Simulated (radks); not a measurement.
Values are calculated unless marked as measured or tabulated.
Q: Mean orbital radii <r> (bohr) of neutral sulfur, [Ne] 3s2 3p4, of relativity; Dirac values are averaged over j with weights 2j + 1. Spin-unpolarised spherical Kohn-Sham, BLYP, point nucleus unless stated (finite: rms radius 3.2611 fm), a radial shooting solver on a logarithmic mesh with Libxc functionals. A level marked "c x" has the speed of light scaled by that factor and shares open shells by 2j + 1; other Dirac levels either fill j = l - 1/2 first or share by 2j + 1.

shell  non-rel.
1s      0.09729
2s       0.4815
2p       0.4433
3s        1.697
3p        2.079

Give the values at the level "Dirac, c x 10".

A: 
shell  Dirac, c x 10  change of magnitude (%)
1s           0.09729                    0.00
2s            0.4815                    0.00
2p            0.4433                    0.00
3s             1.697                    0.00
3p             2.079                    0.00
